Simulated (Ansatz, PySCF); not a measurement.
CH₃BO, SMILES [BH3-]C#[O+]. Atoms are numbered in the order given.

```xyz
6

B     -0.0088     0.0022    -0.5420
H      1.1582    -0.0154    -0.8481
H     -0.5714     1.0296    -0.8314
H     -0.6117    -0.9905    -0.8687
C     -0.0110    -0.0257     0.9774
O     -0.0127    -0.0464     2.1059
```

Coordinates come from a B3LYP-D3(BJ)/def2-TZVP optimisation.

Two levels are set side by side: PBE-D3(BJ)/def2-TZVP (Ansatz, a quantum-chemistry and plane-wave program) and B3LYP-D3(BJ)/def2-TZVP (Ansatz). Each level has its own optimised geometry; the coordinates shown are those of the second. Frequencies come from the Hessian of PySCF at each geometry. Differences are taken from unrounded values.

| quantity | B3LYP-D3(BJ) |
|---|---|
| mean bond length (Å) | 1.254 |
| bond B1–C5 (Å) | 1.520 |
| bond C5–O6 (Å) | 1.129 |
| bond B1–H2 (Å) | 1.207 |
| bond B1–H3 (Å) | 1.207 |
| bond B1–H4 (Å) | 1.207 |
| highest harmonic wavenumber (cm⁻¹) | 2525 |
| mean harmonic wavenumber (cm⁻¹) | 1338 |
| zero-point energy (kcal/mol) | 22.95 |

What does PBE-D3(BJ) give, and how far is it from B3LYP-D3(BJ)? (Estimate from the structure and the level; the computed values follow.)


| quantity | PBE-D3(BJ) | PBE-D3(BJ) minus B3LYP-D3(BJ) |
|---|---|---|
| mean bond length (Å) | 1.259 | 0.006 |
| bond B1–C5 (Å) | 1.504 | -0.015 |
| bond C5–O6 (Å) | 1.143 | 0.015 |
| bond B1–H2 (Å) | 1.216 | 0.010 |
| bond B1–H3 (Å) | 1.216 | 0.010 |
| bond B1–H4 (Å) | 1.216 | 0.010 |
| highest harmonic wavenumber (cm⁻¹) | 2483 | -42 |
| mean harmonic wavenumber (cm⁻¹) | 1298 | -40 |
| zero-point energy (kcal/mol) | 22.27 | -0.68 |

GGA bonds tend to be longer and softer than those of functionals with exact exchange. Differences between two approximate levels are no errors against the true value.
